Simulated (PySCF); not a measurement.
Computed shifts of a molecule C₂H₁₀O₂Si₂, PBE/pcSseg-1 in PySCF, GIAO, gas phase, atoms alike by connectivity averaged where their shifts nearly agree, in ppm (number of nuclei): ¹³C: 20.1 (1), 14.8 (1). ²⁹Si: -1.9 (1), -8.7 (1). ¹H: 5.80 (1), 5.56 (1), 5.37 (1), 5.04 (1), 1.63 (3), 0.91 (1), 0.30 (1), 0.30 (1). References: ¹³C against TMS (σ = 182.0 ppm); ²⁹Si against TMS (σ = 335.4 ppm); ¹⁷O against H2O (σ = 334.3 ppm); ¹H against TMS (σ = 31.49 ppm), references at their B3LYP-D3(BJ)/def2-TZVP geometries, non-relativistic. Geometry: B3LYP-D3(BJ)/def2-SVP. One conformer was computed; it need not be the lowest.

**Question.** Identify the compound among the candidates.
A. CC[SiH2][SiH](O)O
B. CC([SiH2]O)[SiH2]O
C. OC[SiH2][SiH2]CO
D. CO[SiH]([SiH3])OC

**Answer.** B, CC([SiH2]O)[SiH2]O
